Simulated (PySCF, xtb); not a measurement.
AlOF, SMILES [O]=[Al][F].

GFN2-xTB run with xtb at its own geometry gives an orbital gap of 3.36 eV and a dipole moment of 2.66 D.

The structure is a stationary point at B3LYP-D3(BJ)/def2-TZVP.

Problem. What does PBE0/def2-TZVPD in PySCF give? (Estimate from the structure and the level; the computed values follow.)

Solution. gap 5.11 eV (levels -8.07 and -2.96 eV), dipole 3.38 D.
